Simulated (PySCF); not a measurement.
Computed shifts of a molecule C₃H₇BFNO, PySCF with PBE/pcSseg-1, GIAO, gas phase, equivalent atoms averaged, in ppm (number of nuclei): ¹³C: 146.7 (1), 112.2 (1), 18.0 (1). ¹⁵N: 57.3 (1). ¹⁹F: -171.9 (1). ¹H: 7.18 (1), 5.55 (1), 2.26 (2), 2.00 (3). References: ¹³C against TMS (σ = 182.0 ppm); ¹⁷O against H2O (σ = 334.3 ppm); ¹¹B against BF3 (σ = 83.9 ppm); ¹⁵N against NH3 (σ = 267.0 ppm); ¹⁹F against CFCl3 (σ = 133.6 ppm); ¹H against TMS (σ = 31.49 ppm), references at their B3LYP-D3(BJ)/def2-TZVP geometries, non-relativistic. The structure is a stationary point at r2SCAN-D4/def2-SVP. One conformer was computed; it need not be the lowest.

Q: Which molecule gave these data?
(A) C/C=C/OB(N)F
(B) OB1NCC[C@H]1F
(C) C/C=C(/F)B(N)O
(D) C/C=N/B(F)OC

A: A, C/C=C/OB(N)F
